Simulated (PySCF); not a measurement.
## Structure and specific rotation at 589.3 nm (origin-invariant length gauge)

Method used: TDDFT wB97X-D/aug-cc-pVDZ circular dichroism and optical rotation, one conformer, gas phase (PySCF). Geometry: GFN2-xTB.

Each molecule in one low-energy conformer. The parent is O=C1C[C@@H](F)O[C@H]1F.

How does the specific rotation at 589.3 nm (origin-invariant length gauge) change along this series?
- O=C1C[C@@H](F)O[C@H]1F (base)
- O=C1C[C@@H](F)O[C@@H]1F (diastereomer)


```
               molecule  [α]589 (deg dm⁻¹ (g/mL)⁻¹)  S1 (eV)  R(S1), velocity form (10⁻⁴⁰ esu² cm²)
 O=C1C[C@@H](F)O[C@H]1F                      +153.9     4.09                                   +6.0
O=C1C[C@@H](F)O[C@@H]1F                       +78.2     4.10                                   +0.5
```
The specific rotation at 589.3 nm (origin-invariant length gauge) is lowest for O=C1C[C@@H](F)O[C@@H]1F and highest for O=C1C[C@@H](F)O[C@H]1F.
